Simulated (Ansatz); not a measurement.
Frontier orbitals of C$_{2}$H$_{10}$N$_{2}$Si, SMILES `CN(C)N[SiH3]`.

```csv
atom,x (Å),y (Å),z (Å)
C1,0.604,0.817,-1.245
N2,0.942,0.192,0.013
C3,1.174,-1.229,-0.127
N4,-0.010,0.460,1.014
Si5,-1.715,0.199,0.949
H6,0.480,1.890,-1.097
H7,1.417,0.655,-1.957
H8,-0.323,0.419,-1.696
H9,1.988,-1.389,-0.838
H10,1.466,-1.643,0.838
H11,0.290,-1.781,-0.489
H12,0.374,1.040,1.742
H13,-2.199,0.578,2.300
H14,-2.440,1.015,-0.068
H15,-2.047,-1.223,0.661
```

Charge 0, multiplicity 1. Geometry: relaxed with PBE0-D4/def2-TZVP. It is one conformer, not always the lowest. Basis def2-TZVPP, Ansatz.

| functional | HOMO (eV) | LUMO (eV) | gap (eV) |
| --- | --- | --- | --- |
| PBE | -5.03 | -0.36 | 4.67 |
| r2SCAN | -5.28 | 0.09 | 5.37 |
| PBE0 | -6.41 | 0.48 | 6.89 |
| r2SCANh | -5.80 | 0.37 | 6.17 |
| HSE06 (plane-wave form) | -6.01 | 0.11 | 6.12 |
| LC-ωPBE | -9.11 | 2.60 | 11.71 |
| ωB97M-V | -8.75 | 2.05 | 10.80 |
| HF | -9.90 | 3.32 | 13.22 |

Against PBE, PBE0 changes HOMO and LUMO by −1.38 and +0.84 eV, ωB97M-V by −3.72 and +2.41 eV. A gap of 4.68 eV thus becomes 10.80 eV for the same molecule, so an orbital gap means little without its functional. A positive LUMO is unbound and depends on the basis.

LC-ωPBE has ω = 0.4 bohr⁻¹.
